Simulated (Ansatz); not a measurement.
Geometry optimisation, Ansatz, RKS PBE/def2-SVP.

input.yaml

```yaml
crystal:
  periodic: [false, false, false]
  atoms:
    - { symbol: W, position_ang: [-0.225266, -0.219736, -0.00436] }
    - { symbol: Cl, position_ang: [-0.479167, -0.499447, 2.322609] }
    - { symbol: F, position_ang: [1.631173, -0.299239, 0.156331] }
    - { symbol: F, position_ang: [-0.358001, 1.631832, 0.17482] }
    - { symbol: F, position_ang: [-2.068361, -0.267915, -0.266766] }
    - { symbol: F, position_ang: [-0.223692, -2.061737, -0.279454] }
    - { symbol: F, position_ang: [0.018306, 0.044749, -1.836221] }
    - { symbol: Si, position_ang: [2.185253, 2.25546, 1.348564] }
    - { symbol: H, position_ang: [3.615033, 1.97935, 1.730294] }
    - { symbol: H, position_ang: [2.068041, 2.153293, -0.140525] }
    - { symbol: H, position_ang: [1.852923, 3.667004, 1.752604] }
    - { symbol: H, position_ang: [1.314757, 1.336685, 2.106904] }
basis:
  gaussian: { orbitals: def2-SVP }
hamiltonian:
  xc: pbe
relax:
  f_tol: 0.03
  max_steps: 50
```

Launched with:

```bash
$ ansatz run input.yaml --threads 4 --pin off --max-ram 5120MiB --backend cpu --events-out ev --progress --plain --runs-dir out
```

Q: Where does it end, and by what steps?

A: The run converged. The force dipped under the threshold on the way, but the program's further checks kept it going. After 7 steps the energy has fallen by 0.390 eV; Si8 moved furthest, 0.61 Å.

| step | energy less start (eV) | largest force component (eV/Å) | accepted |
| --- | --- | --- | --- |
| 0 | 0.0000 | 0.950 | yes |
| 1 | -0.2561 | 0.195 | yes |
| 2 | -0.3528 | 0.082 | yes |
| 3 | -0.3814 | 0.053 | yes |
| 4 | -0.3758 | 0.572 | no |
| 5 | -0.3882 | 0.017 | yes |
| 6 | -0.3898 | 0.013 | yes |
| 7 | -0.3902 | 0.008 | yes |

```xyz
12
Properties=species:S:1:pos:R:3
W -0.509 -0.511 -0.141
Cl -0.787 -0.817 2.114
F 1.347 -0.498 0.047
F -0.548 1.343 0.064
F -2.352 -0.516 -0.417
F -0.463 -2.351 -0.434
F -0.278 -0.256 -1.980
Si 2.584 2.665 1.560
H 4.017 2.380 1.911
H 2.384 2.472 0.085
H 2.242 4.081 1.929
H 1.694 1.728 2.326
```

Whether the end is a true minimum wasn't checked by a vibrational analysis.

Time of the run: 25 s on 4 threads of Arm Neoverse V1 (shared host), peak memory 0.25 GiB.
